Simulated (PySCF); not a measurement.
Job file and geometry (Å, from GFN2-xTB) of an NMR shielding run on `C#CC(=C=S)[SiH2]C1CC1`, C7H8SSi, GIAO PBE0/pcSseg-1 NMR shielding, non-relativistic, gas phase (PySCF 2.14.0, density-fitted response routines); density fitting, a coarse starting grid and PySCF grid level 2 are the driver's defaults:

```
$ OMP_NUM_THREADS=1 python probes_run.py task.json out

{"job": {"kind": "nmr", "xc": "PBE0", "basis": "pcSseg-1"}, "charge": 0, "multiplicity": 1}
C      3.905547    -1.340740     0.249135
C      2.944298    -0.633484     0.111262
C      1.792427     0.151228    -0.035327
C      1.750183     1.443477    -0.144264
S      1.504820     2.977051    -0.281741
Si     0.148084    -0.826913    -0.104675
C     -1.278093     0.391135    -0.035465
C     -2.655943    -0.095067     0.319222
C     -1.901245     0.749608     1.287533
H      4.760193    -1.936058     0.366704
H      0.141955    -1.589369    -1.359851
H      0.147271    -1.724634     1.055281
H     -1.247498     1.196878    -0.760262
H     -3.499049     0.340630    -0.195625
H     -2.785189    -1.142724     0.546534
H     -2.220551     1.769487     1.441023
H     -1.514206     0.281527     2.180068
```

Task: Write the output of this run.

Result: 
```
coarse grid: 15816 points
cycle   1  E = -958.3381661767  dE =  1.396e+00  |g| = 4.631e-01  |ddm| = 4.214e+00
cycle   2  E = -958.3052299683  dE =  3.294e-02  |g| = 5.813e-01  |ddm| = 1.118e+00
cycle   3  E = -958.3905147529  dE = -8.528e-02  |g| = 1.386e-01  |ddm| = 6.889e-01
cycle   4  E = -958.3948902089  dE = -4.375e-03  |g| = 6.408e-02  |ddm| = 1.946e-01
cycle   5  E = -958.3957952337  dE = -9.050e-04  |g| = 2.596e-02  |ddm| = 7.456e-02
cycle   6  E = -958.3959743446  dE = -1.791e-04  |g| = 8.043e-03  |ddm| = 3.651e-02
cycle   7  E = -958.3959909064  dE = -1.656e-05  |g| = 1.744e-03  |ddm| = 9.362e-03
cycle   8  E = -958.3959915238  dE = -6.174e-07  |g| = 6.492e-04  |ddm| = 2.323e-03
final grid: 145104 points
cycle   9  E = -958.4533625637  dE = -2.850e-05  |g| = 9.538e-03  |ddm| = 5.241e-02
cycle  10  E = -958.4533017089  dE =  6.085e-05  |g| = 1.732e-02  |ddm| = 2.583e-02
cycle  11  E = -958.4533832460  dE = -8.154e-05  |g| = 3.822e-03  |ddm| = 1.958e-02
cycle  12  E = -958.4533871913  dE = -3.945e-06  |g| = 4.400e-04  |ddm| = 3.684e-03
cycle  13  E = -958.4533872208  dE = -2.953e-08  |g| = 3.066e-04  |ddm| = 6.607e-04
cycle  14  E = -958.4533872440  dE = -2.321e-08  |g| = 3.683e-05  |ddm| = 2.666e-04
cycle  15  E = -958.4533872443  dE = -2.688e-10  |g| = 1.848e-05  |ddm| = 6.045e-05
converged SCF energy = -958.4533872443

GIAO shielding tensors (ppm)
atom      isotropic    diamagn.    paramagn.     s11        s22        s33       span
  0 C       94.918     256.258    -161.339     35.840     38.592    210.324    174.484
  1 C      113.921     242.008    -128.087     19.546     22.129    300.088    280.542
  2 C      141.407     266.356    -124.949     53.084    143.900    227.237    174.153
  3 C      -63.769     263.286    -327.054   -184.362    -80.494     73.551    257.913
  4 S      261.125    1058.755    -797.629    111.117    135.975    536.284    425.167
  5 Si     371.958     881.188    -509.230    340.207    363.115    412.553     72.347
  6 C      193.316     252.695     -59.379    165.851    187.301    226.796     60.945
  7 C      184.677     254.317     -69.639    158.822    179.490    215.720     56.899
  8 C      181.398     251.778     -70.380    151.571    177.281    215.340     63.769
  9 H       29.075      32.717      -3.643     24.671     24.924     37.629     12.958
 10 H       26.714      29.387      -2.673     22.525     25.602     32.014      9.489
 11 H       27.722      30.307      -2.585     24.079     27.024     32.064      7.985
 12 H       31.941      33.237      -1.296     24.510     29.365     41.948     17.437
 13 H       30.961      30.184       0.777     24.794     26.522     41.566     16.772
 14 H       31.384      31.213       0.171     24.929     28.559     40.665     15.736
 15 H       30.944      30.521       0.423     25.556     26.303     40.972     15.416
 16 H       31.364      31.385      -0.021     25.813     28.186     40.092     14.279
```

Task: Turn these shieldings into chemical shifts. References, each an isolated molecule treated in the same way: TMS for 13C (186.93 ppm) and 29Si (349.16 ppm) and 1H (31.72 ppm); CS2 for 33S (503.73 ppm).

Result: Averaging equivalent atoms: C 3: 250.7; C 0: 92.0; C 1: 73.0; C 2: 45.5; C 7/8: 3.9; C 6: -6.4; S 4: 243; Si 5: -22.8; H 10/11: 4.50; H 9: 2.64; H 13/15: 0.76; H 14/16: 0.34; H 12: -0.22 ppm. 

Size and cost of the density-fitted run: 207 basis functions, 50 s wall time on 1 thread of an Arm Neoverse V1, shared host; peak memory 0.93 GiB.
